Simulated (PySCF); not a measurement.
In(H)(Et)(NH2) (C2H8InN), SMILES C[CH2][InH][NH2].

The structure is a stationary point at PBE-D3(BJ)/def2-SVP. The structure was generated by enumeration; whether it is a known compound was not checked. The def2 effective core potentials stand for the cores of In; spin–orbit coupling is left out. One conformer was computed; it need not be the lowest.

These are PBE-D3(BJ)/def2-SVP (PySCF) values and carry that method's errors.

Frequencies are harmonic and unscaled.

Problem. Estimate the vibrational spectrum. (An estimate is asked for; the answer gives what the named calculation found.)

Solution. 
| mode | ν (cm⁻¹) | IR (km/mol) | moving atoms (share of kinetic energy) |
|---|---|---|---|
| 1 | 48 | 13.2 | H 43 %, C 29 %, N 24 % |
| 2 | 88 | 1.2 | N 46 %, H 26 %, C 22 % |
| 3 | 105 | 147.0 | H 87 %, N 9 % |
| 4 | 205 | 3.3 | H 93 % |
| 5 | 227 | 4.3 | C 56 %, H 25 %, In 17 % |
| 6 | 317 | 1.1 | H 96 % |
| 7 | 430 | 57.3 | H 92 % |
| 8 | 464 | 25.7 | C 66 %, H 24 %, In 9 % |
| 9 | 464 | 4.0 | H 99 % |
| 10 | 578 | 32.4 | N 73 %, H 16 %, In 10 % |
| 11 | 617 | 14.9 | H 81 %, C 18 % |
| 12 | 637 | 96.0 | H 82 %, N 17 % |
| 13 | 908 | 0.4 | H 92 %, C 8 % |
| 14 | 934 | 9.5 | H 85 %, C 15 % |
| 15 | 1024 | 7.5 | C 76 %, H 24 % |
| 16 | 1141 | 17.6 | H 67 %, C 33 % |
| 17 | 1200 | 1.7 | H 76 %, C 24 % |
| 18 | 1344 | 5.2 | H 82 %, C 18 % |
| 19 | 1388 | 2.3 | H 90 %, C 10 % |
| 20 | 1421 | 2.9 | H 96 % |
| 21 | 1424 | 6.8 | H 97 % |
| 22 | 1454 | 7.4 | H 90 %, N 9 % |
| 23 | 1727 | 248.5 | H 99 % |
| 24 | 2950 | 46.8 | H 97 % |
| 25 | 2986 | 8.7 | H 95 % |
| 26 | 3025 | 23.3 | H 91 %, C 9 % |
| 27 | 3032 | 0.0 | H 91 %, C 9 % |
| 28 | 3052 | 26.7 | H 91 %, C 9 % |
| 29 | 3489 | 9.0 | H 96 % |
| 30 | 3601 | 12.9 | H 91 %, N 9 % |
